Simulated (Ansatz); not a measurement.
Ge2C⁻. The state is a doublet with charge -1. Geometry r2SCAN-D4/def2-TZVP, that of the neutral singlet; atoms count from 1.

```xyz
3

Ge    0.684   -1.429   -0.177
Ge   -0.240    1.492    0.509
C    -0.443   -0.062   -0.332
```

The highest occupied level of the charge -1 doublet lies above zero (up to 0.80 eV). By energy differences its removal costs 0.87 eV (vertical, to the charge 0 singlet, at PBE0-D4/def2-TZVPD); a positive level beside a positive removal energy at the same level points to self-interaction error. The structure comes from a short search, and lower isomers may exist.

(1) Estimate the Mulliken populations from the PBE0/def2-TZVPD orbitals of Ansatz.

(2) Where does the spin sit?

(3) And the Mayer bond orders between bonded heavy atoms (over 0.3)?

## Answers

(1) 
| atom | charge (e) | spin (α − β) |
| --- | --- | --- |
| Ge1 | -0.49 | 0.66 |
| Ge2 | -0.49 | 0.66 |
| C3 | -0.01 | -0.32 |
Mulliken values and Mayer orders depend strongly on the basis. With diffuse functions, as here, like atoms can get unlike values, and bond orders can come out too low or too high.

(2) Summed by element: Ge 1.32, C -0.32, of 1 unpaired in all. Largest on single atoms: Ge2 0.66, Ge1 0.66, C3 -0.32.

(3) Ge1–C3 1.55 (1.78 Å); Ge2–C3 1.55 (1.78 Å). Values over 0.3 also appear between atoms too far apart for a bond (Ge1–Ge2 0.63 at 3.14 Å); they arise where an orbital or an unpaired electron spreads over both atoms.
